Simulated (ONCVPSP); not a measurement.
# Transferability test, ONCV potential for Zn

zinc, optimised norm-conserving Vanderbilt (ONCV), made with ONCVPSP 4.0.1 (PBE, scalar-relativistic). Core [Ar] 3d10, reference 4s1 4p1. Waves: 4s: rc 1.65 bohr, ncon 4, nbas 8, qcut 3.8 1/bohr, 2 projectors, debl 3.7 Ha; 4p: rc 2.75 bohr, ncon 4, nbas 7, qcut 2.7 1/bohr, 2 projectors, debl 1.2 Ha; d scattering state at 0.26 Ha: rc 2.30 bohr, ncon 4, nbas 9, qcut 4.4 1/bohr, 2 projectors, debl 3.7 Ha. Local part: polynomial inside 1.40 bohr (lpopt 2, dvloc0 4 Ha). Core correction: Teter function, parameters optimised by the program.

Energies are relative to the spin-unpolarised reference configuration 4s1 4p1; without spin polarisation the order of configurations can differ from experiment.

Question: Give the all-electron excitation energy and the error of the potential for: 4s2 4p0; 4s1 4p0; 4s1.5 4p0; 4s0 4p1.

Answer:

```
valence configuration  charge  ΔE all-electron (eV)  error AE − PS (meV)
              4s2 4p0       0                -5.087                  -28
              4s1 4p0      +1                 4.802                  -30
            4s1.5 4p0    +0.5                -1.146                 +1.3
              4s0 4p1      +1                11.126                  -91
```

Levels in the configuration 4s0 4p1:

| level | all-electron (eV) | pseudo (eV) |
| --- | --- | --- |
| 4p | -8.684 | -8.821 |

Note: no bound ghost flagged; GHOST(+) flagged for d at 122.6 eV.
